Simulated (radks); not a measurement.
Values are calculated unless marked as measured or tabulated.
All-electron atom: Ni in [Ar] 3d8 4s1.75 4p0.25 (fractional occupations, a model configuration).

Level of theory: non-relativistic Kohn-Sham, r2SCAN, spin-unpolarised, spherical densities, point nucleus; meta-GGA in the generalised Kohn-Sham scheme (a radial shooting solver on a logarithmic mesh with Libxc functionals).

Energy parts (eV):
part                      energy
total                 -41038.097
kinetic                41007.494
electron-nucleus      -97933.418
Hartree                17598.371
exchange-correlation   -1710.544

Orbitals (lengths in bohr, moments of r in powers of bohr):
| orbital | occ. | eigenvalue (eV) | <r> | <r^2> | <1/r> |
|---|---|---|---|---|---|
| 1s | 2 | -8148.795 | 0.05485 | 0.004033 | 27.51 |
| 2s | 2 | -973.2890 | 0.2478 | 0.07244 | 5.967 |
| 2p | 6 | -848.0211 | 0.2166 | 0.05749 | 5.910 |
| 3s | 2 | -112.3749 | 0.7491 | 0.6478 | 1.885 |
| 3p | 6 | -73.5541 | 0.7827 | 0.7228 | 1.754 |
| 3d | 8 | -9.9330 | 0.9977 | 1.345 | 1.369 |
| 4s | 1.75 | -6.0411 | 2.843 | 9.427 | 0.4557 |
| 4p | 0.25 | -1.3458 | 4.118 | 20.74 | 0.3179 |

The highest occupied level is 4p at -1.346 eV. The electron density at the nucleus is 1.495e+04 e/bohr^3.
